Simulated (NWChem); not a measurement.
Species: CH4BBr; SMILES B(Br)C

All runs: NWChem. Geometry: optimised at PBE0/def2-SVP. Ions are spin-unrestricted doublets at the neutral geometry; other ion states weren't tried.

For level CAM-B3LYP/def2-SVP:

```yaml
vertical ionisation energy, ΔSCF (eV): 10.48
"−ε(HOMO) (eV)": 9.19
```

Problem. How do the values read with level PBE/def2-SVP instead?

Solution. The vertical ionisation energy, ΔSCF (eV) is 10.08. The −ε(HOMO) (eV) comes out as 6.56.
